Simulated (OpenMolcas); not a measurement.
# Ta: effect of the active space

```
Program             : OpenMolcas 26.06
Method              : MS-CASPT2 or its RAS form, IPEA 0.25 Eh, imaginary shift 0.1 Eh
Basis               : ANO-RCC-VTZP
Scalar Hamiltonian  : DKH2, point nucleus
Spin-orbit coupling : RASSI with atomic mean-field integrals over the reference wave functions, term energies averaged over their components
```

A. 3 electrons in 5 orbitals (5d); 2S+1 = 4 even, 10 roots; 2S+1 = 2 even, 40 roots; closed shells correlated: 5s 5p 6s; CASPT2 step roughly 25 core-seconds
B. 5 electrons in 6 orbitals (5d 6s); 2S+1 = 6 even, 6 roots; 2S+1 = 4 even, 57 roots; 2S+1 = 2 even, 98 roots; closed shells correlated: 5s 5p; CASPT2 step roughly 80 core-seconds
C. 5 electrons in 9 orbitals (RAS2 5d 6s; RAS3 6p, at most 2 electrons); 2S+1 = 4 even, 50 roots; 2S+1 = 6 even, 6 roots kept (CI in the orbitals of an earlier block, 5 in the spin-orbit step); 2S+1 = 2 even, 84 roots kept (CI in the orbitals of an earlier block, 50 in the spin-orbit step); 2S+1 = 4 odd, 89 roots (49 in the spin-orbit step); 2S+1 = 6 odd, 30 roots kept (CI in the orbitals of an earlier block, 29 in the spin-orbit step); 2S+1 = 2 odd, 62 roots kept (CI in the orbitals of an earlier block, 25 in the spin-orbit step); closed shells correlated: 5s 5p; CASPT2 step of the order of 6 core-minutes
D. 5 electrons in 11 orbitals (5d 6s 6d); 2S+1 = 4 even, 42 roots; 2S+1 = 6 even, 5 roots kept (CI in the orbitals of an earlier block); 2S+1 = 2 even, 35 roots kept (CI in the orbitals of an earlier block); closed shells correlated: 5s 5p; CASPT2 step of the order of 50 core-minutes

Energies in eV above 5d³ 6s² ⁴F_3/2, the measured ground level; measured values from NIST Handbook of Basic Atomic Spectroscopic Data.

```tsv
Level	A	B	C	D	Measured
5d³ 6s² ⁴F_3/2	0.0000	0.0000	0.0000	0.0000	0.0000
5d³ 6s² ⁴F_5/2	0.284	0.2316	0.2394	0.259	0.2492
5d³ 6s² ⁴F_7/2	0.556	0.471	0.477	0.537	0.4915
5d³ 6s² ⁴F_9/2	0.785	0.680	0.681	0.777	0.6969
5d³ 6s² ⁴P_1/2 [73 %]	1.119	0.706	0.707	0.710	0.7500
5d³ 6s² ²G_7/2	1.378	1.327	1.271	1.338	
5d³ 6s² ⁴P_5/2 [75 %]	1.507	1.054	1.118	1.181	1.1473
5d³ 6s² ²P_1/2 [73 %]	1.747	1.473	1.472	1.490	
5d³ 6s² ²H_11/2	2.082	2.070	2.013	2.132	
5d³ 6s² ²P_3/2 [57 %]	2.295	2.053	2.000	2.105
```

Deviations, from unrounded energies. A percentage is the sum of absolute deviations over the sum of measured energies, with the sign that they share, or ± where signs differ.

| Against measurement | Levels | A | B | C | D |
| --- | --- | --- | --- | --- | --- |
| mean absolute deviation (cm-1) | 5 | 1500 | 310 | 180 | 340 |
| fine structure of the ground term (%) | 3 | +13.0 | -3.8 | -2.8 | +9.4 |
| other terms of the ground configuration (%) | 2 | +38.4 | -7.2 | -3.8 | ±3.9 |

C lies closest to measurement on these levels and A furthest from it. The largest miss of C in the table is 5d³ 6s² ⁴P_1/2 [73 %], by -340 cm-1. The ranking rests on the paired levels alone, and a cruder setting can come out closer through cancelling errors.

The spin-orbit steps hold different terms of 5d³ 6s² (D lacks a ²D), which shifts levels as well.

The two smallest mean deviations differ by little beside CASPT2's spread within terms, so their order carries little weight.

Among A to D the level of the table that moves most is 5d³ 6s² ⁴P_5/2 [75 %], by 3700 cm-1 (lowest in B, highest in A). Moves below CASPT2's spread within the term are not significant.

Term energies are means over components that CASPT2 splits; among the terms shown or strongly mixed into the levels shown the widest spread is 1100 cm-1 (5d³ 6s² ⁴F, B). With the s shell closed, the reference lacks s² → p², s² → d² and s → d mixing, so excited terms can stand far too high and out of order, with CASPT2 too (holds for A). Some terms miss by over 15 % even with CASPT2, which points to a basis or an active space too small for the shells correlated (holds for A). Blocks of more than 70 roots (2S+1 = 2 even) ran without multistate coupling (holds for B). Configurations are named by rounded mean occupations; where the s occupation lies near a half they are strongly mixed, a name can repeat and a true partner stay unpaired (holds for B; C). Some high roots are left out of the spin-orbit mixing, which shifts the levels that they would mix with (holds for C). Terms from blocks run as CI alone lack orbitals of their own (holds for C; D). Active for correlation alone: 6d; no level in the range computed is led by a configuration that fills it, so any true level of that kind is missing (holds for D). The CASPT2 spread within a term exceeds the gap to the next term for 5d⁴ 6s ⁶D and 5d³ 6s² ²G, so the order of their levels is uncertain, and so are names and mixing where such terms share a J (holds for D). Measured partners are found by configuration, term and J. A level has none where our copy of the source lacks it or the pairing is in doubt (some pairs that miss far off the trend of their configuration count as doubtful), and it then counts in no deviation. Only configurations of the active space appear. Levels that lie high or do not pair safely by name in every column are left out.

A share in square brackets marks a mixed level and gives the weight of the term that names it, the lowest over the columns.
